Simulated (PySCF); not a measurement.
Isomers of C5H8O2Si2.

All values: PBE0/pcSseg-1 (PySCF) at GFN2-xTB geometries, gas phase, one conformer each.

Question: Rank by the highest IAO charge on any atom, highest value first.
A. `[CH:1]#[C:2][Si@@H:3]1[SiH2:4][O:5][CH:6]=[C:7]1[O:8][CH3:9]` with C6–C7–O8–C9 -1°
B. `[CH:1]#[C:2][Si@H:3]1[CH:4]=[C:5]([CH2:6][OH:7])[SiH2:8][O:9]1` with C4–C5–C6–O7 158°, C5–C6–O7–H -62°
C. `[O:1]=[C:2]([OH:3])[SiH:4]1[CH:5]=[CH:6][SiH2:7][CH:8]=[CH:9]1` with O1–C2–O3–H 0°, O1–C2–Si4–C5 -121°, C2–Si4–C5–C6 -95°, C5–C6–Si7–C8 -20°, C6–Si7–C8–C9 20°, C2–Si4–C9–C8 96°
D. `[CH:1]#[C:2][SiH2:3][Si@:4]([OH:5])([CH:6]=[CH2:7])[CH:8]=[O:9]` with C2–Si3–Si4–O5 -173°, Si3–Si4–O5–H 139°, Si3–Si4–C6–C7 119°, Si3–Si4–C8–O9 -117°
E. `[CH:1]#[C:2][C:3]1([SiH2:4][O:5][SiH2:6][OH:7])[CH:8]=[CH:9]1` with C2–C3–Si4–O5 179°, C3–Si4–O5–Si6 176°, Si4–O5–Si6–O7 -9°, O5–Si6–O7–H 180°

Answer: E (+1.240 e), B (+1.143 e), D (+0.973 e), C (+0.848 e), A (+0.725 e).

Question: Rank by the highest Hirshfeld charge on any atom, lowest value first.
A. `[CH:1]#[C:2][C:3]1([SiH2:4][O:5][SiH2:6][OH:7])[CH:8]=[CH:9]1` with C2–C3–Si4–O5 179°, C3–Si4–O5–Si6 176°, Si4–O5–Si6–O7 -9°, O5–Si6–O7–H 180°
B. `[CH:1]#[C:2][SiH2:3][Si@:4]([OH:5])([CH:6]=[CH2:7])[CH:8]=[O:9]` with C2–Si3–Si4–O5 -173°, Si3–Si4–O5–H 139°, Si3–Si4–C6–C7 119°, Si3–Si4–C8–O9 -117°
C. `[CH:1]#[C:2][Si@@H:3]1[SiH2:4][O:5][CH:6]=[C:7]1[O:8][CH3:9]` with C6–C7–O8–C9 -1°
D. `[CH:1]#[C:2][Si@H:3]1[CH:4]=[C:5]([CH2:6][OH:7])[SiH2:8][O:9]1` with C4–C5–C6–O7 158°, C5–C6–O7–H -62°

Answer: C (+0.327 e), B (+0.352 e), D (+0.432 e), A (+0.454 e).

Question: Rank by the lowest IAO charge on any atom, lowest value first.
A. `[CH:1]#[C:2][Si@H:3]1[CH:4]=[C:5]([CH2:6][OH:7])[SiH2:8][O:9]1` with C4–C5–C6–O7 158°, C5–C6–O7–H -62°
B. `[CH:1]#[C:2][SiH2:3][Si@:4]([OH:5])([CH:6]=[CH2:7])[CH:8]=[O:9]` with C2–Si3–Si4–O5 -173°, Si3–Si4–O5–H 139°, Si3–Si4–C6–C7 119°, Si3–Si4–C8–O9 -117°
C. `[O:1]=[C:2]([OH:3])[SiH:4]1[CH:5]=[CH:6][SiH2:7][CH:8]=[CH:9]1` with O1–C2–O3–H 0°, O1–C2–Si4–C5 -121°, C2–Si4–C5–C6 -95°, C5–C6–Si7–C8 -20°, C6–Si7–C8–C9 20°, C2–Si4–C9–C8 96°
D. `[CH:1]#[C:2][Si@@H:3]1[SiH2:4][O:5][CH:6]=[C:7]1[O:8][CH3:9]` with C6–C7–O8–C9 -1°

Answer: A (-0.892 e), B (-0.789 e), D (-0.603 e), C (-0.476 e).

All values together:

| SMILES | μ (D) | HOMO (eV) | LUMO (eV) | lowest IAO charge (e) | highest IAO charge (e) | lowest Hirshfeld charge (e) | highest Hirshfeld charge (e) |
| --- | --- | --- | --- | --- | --- | --- | --- |
| C#C[Si@@H]1[SiH2]OC=C1OC | 0.47 | -6.09 | -0.46 | -0.603 (O) | +0.725 (Si) | -0.216 (O) | +0.327 (Si) |
| C#C[SiH2][Si@](O)(C=C)C=O | 1.99 | -6.90 | -1.71 | -0.789 (O) | +0.973 (Si) | -0.303 (O) | +0.352 (Si) |
| C#CC1([SiH2]O[SiH2]O)C=C1 | 2.39 | -7.18 | -0.30 | -0.887 (O) | +1.240 (Si) | -0.310 (O) | +0.454 (Si) |
| C#C[Si@H]1C=C(CO)[SiH2]O1 | 2.22 | -7.84 | -0.94 | -0.892 (O) | +1.143 (Si) | -0.318 (O) | +0.432 (Si) |
| O=C(O)[SiH]1C=C[SiH2]C=C1 | 1.92 | -7.44 | -1.23 | -0.476 (O) | +0.848 (Si) | -0.272 (O) | +0.358 (Si) |

Conformers: `[CH:1]#[C:2][Si@@H:3]1[SiH2:4][O:5][CH:6]=[C:7]1[O:8][CH3:9]` with C6–C7–O8–C9 -1°; `[CH:1]#[C:2][SiH2:3][Si@:4]([OH:5])([CH:6]=[CH2:7])[CH:8]=[O:9]` with C2–Si3–Si4–O5 -173°, Si3–Si4–O5–H 139°, Si3–Si4–C6–C7 119°, Si3–Si4–C8–O9 -117°; `[CH:1]#[C:2][C:3]1([SiH2:4][O:5][SiH2:6][OH:7])[CH:8]=[CH:9]1` with C2–C3–Si4–O5 179°, C3–Si4–O5–Si6 176°, Si4–O5–Si6–O7 -9°, O5–Si6–O7–H 180°; `[CH:1]#[C:2][Si@H:3]1[CH:4]=[C:5]([CH2:6][OH:7])[SiH2:8][O:9]1` with C4–C5–C6–O7 158°, C5–C6–O7–H -62°; `[O:1]=[C:2]([OH:3])[SiH:4]1[CH:5]=[CH:6][SiH2:7][CH:8]=[CH:9]1` with O1–C2–O3–H 0°, O1–C2–Si4–C5 -121°, C2–Si4–C5–C6 -95°, C5–C6–Si7–C8 -20°, C6–Si7–C8–C9 20°, C2–Si4–C9–C8 96°.
